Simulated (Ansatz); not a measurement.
`[OH][GaH][S][SiH3]` + H–F → `[OH][GaH][F]` + `[SiH3]S` at 298.15 K and 1 bar (ligand exchange at a Ga–S bond).

Gas-phase electronic energies from Ansatz, PBE0-D4/def2-TZVP geometries. CBS: MP2 limit from def2 TZ/QZ plus the TZ coupled-cluster correction, frozen cores. This one scheme is used for every species. For Ga outer-core shells are correlated without core-valence functions, which leaves a few kJ/mol of doubt a bond. Scalar relativity is left out up to krypton. Each species was taken in one conformer, which may not be the lowest.

```tsv
species	CCSD(T)/CBS energy (Eh)	H − E (kJ/mol)	S (J/(mol·K))
`[OH][GaH][S][SiH3]`	-2689.06132	148.2	364.3
H–F	-100.39570	33.5	173.6
`[OH][GaH][F]`	-2100.17635	72.9	288.6
`[SiH3]S`	-689.27336	102.7	272.7
```

H − E and S are ideal-gas, rigid-rotor, harmonic terms from PBE0-D4/def2-TZVP, for one conformer and one mirror image of each species. 1 Eh = 2625.50 kJ/mol, R = 8.31446 J/(mol·K).

By hand: ΔE, ΔH, ΔS and ΔG.

ΔE = (-2100.17635) + (-689.27336) − (-2689.06132) − (-100.39570) = 0.00731 Eh = 19.2 kJ/mol. Δ(H − E) = 72.9 + 102.7 − 148.2 − 33.5 = -6.1, so ΔH = 13.1 kJ/mol. ΔS = 288.6 + 272.7 − 364.3 − 173.6 = 23.4 J/(mol·K). ΔG = 13.1 − 298.15 × (23.4)/1000 = 6.1 kJ/mol.

By hand: the equilibrium constant, and the temperature at which ΔG would vanish if ΔH and ΔS stayed fixed.

log₁₀ K = −ΔG/(RT ln 10) = -1.1. ΔG = 0 at ΔH/ΔS = 560 K.

TΔS isn't small against ΔH here. A doubt of 5 kJ/mol in ΔE shifts log₁₀ K by 0.9 here. Other conformers and mirror images would add mixing entropy, several J/(mol·K) or more a flexible species. These are equilibria of isolated gas molecules and say nothing of rates. Largest T1 diagnostic: 0.015 (customary marks: 0.02 for closed shells, 0.045 for open ones).
